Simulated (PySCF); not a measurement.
How ionic is MV along the halogens?

PBE0 in PySCF with def2-TZVPP on every atom (core potentials on I), for the lowest determinant that a PBE0 search found; no spin–orbit coupling. A negative dipole means M(+)V(−).

```tsv
M	state (unpaired electrons)	Re (Å)	μ (D)
F	quintet (σ ↑, π ↑, δ ↑↑)	1.776	3.35
Cl	quintet (σ ↑, π ↑, δ ↑↑)	2.209	4.57
Br	quintet (σ ↑, π ↑↑, δ ↑)	2.380	4.85
I	quintet (σ ↑, π ↑↑, δ ↑)	2.582	5.09
```

Give the ionic character |μ|/(e·Re) of each, with 1 e·Å = 4.803 D, and the positive end.

VF 39 % (V positive), VCl 43 % (V positive), VBr 42 % (V positive), VI 41 % (V positive). Lone pairs and polarisation enter μ too, so this number is only a rough measure of charge transfer.

Spin–orbit coupling is left out. The state is the lowest single determinant that the PBE0 search found; with open d or f shells the true ground state can be another one.
